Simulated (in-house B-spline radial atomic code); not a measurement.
Successive ionisation energies of tantalum; each step leads to the configuration of the next row (after the last: [Ar] 3d4). Dirac energy differences include first-order Breit, QED and recoil terms. NIST's values go from ground level to ground level; the uncertainty of those that are theory runs from under 0.1 % in few-electron ions to several per cent in heavy many-electron ones. Computed with an all-electron radial atomic-structure program (B-spline basis): Dirac-Hartree-Fock, average of the configuration, finite nuclei.

```csv
ion,configuration,ionisation energy (eV),tabulated value (eV),tabulated kind,computed minus tabulated (eV),highest orbital,largest mean radius (bohr)
Ta40+,[Ar] 3d10 4s2 4p3,1940.2,1910,tabulated theory,30,4p3/2,0.42345
Ta41+,[Ar] 3d10 4s2 4p2,?,?,tabulated theory,?,?,?
Ta42+,[Ar] 3d10 4s2 4p1,2051.4,2113,tabulated theory,-62,4p3/2,0.4186
Ta43+,[Ar] 3d10 4s2,2254.6,2254,tabulated theory,1,4s1/2,0.40166
Ta44+,[Ar] 3d10 4s1,2314.9,2314.7,semi-empirical,0,4s1/2,0.39946
Ta45+,[Ar] 3d10,3919.8,3898.7,measured,21,3d5/2,0.20295
Ta46+,[Ar] 3d9,4046.3,4014,tabulated theory,32,3d5/2,0.20174
Ta47+,[Ar] 3d8,4174.5,4143,tabulated theory,31,3d5/2,0.20055
Ta48+,[Ar] 3d7,?,?,tabulated theory,?,?,?
Ta49+,[Ar] 3d6,?,?,tabulated theory,?,?,?
Ta50+,[Ar] 3d5,4568.3,4537,tabulated theory,31,3d5/2,0.19703
```

Problem. Fill in the row of Ta41+.

Solution. ionisation energy (eV): 1995.6; tabulated value (eV): 2053; computed minus tabulated (eV): -57; highest orbital: 4p3/2; largest mean radius (bohr): 0.42101.

Problem. Fill in the row of Ta48+.

Solution. ionisation energy (eV): 4304.2; tabulated value (eV): 4278; computed minus tabulated (eV): 26; highest orbital: 3d5/2; largest mean radius (bohr): 0.19937.

Problem. Fill in the row of Ta49+.

Solution. ionisation energy (eV): 4435.5; tabulated value (eV): 4410; computed minus tabulated (eV): 25; highest orbital: 3d5/2; largest mean radius (bohr): 0.1982.

Problem. Where is the largest jump?

Solution. From Ta44+ to Ta45+, by a factor of 1.69 (2314.9 to 3919.8 eV); the highest orbital goes from 4s1/2 to 3d5/2.

Where a p, d or f electron is removed, the computed value is a mean over both j, so it misses the tabulated one by a part of the spin-orbit splitting; averaging over terms and missing correlation add to the gap, relatively most at low charge.
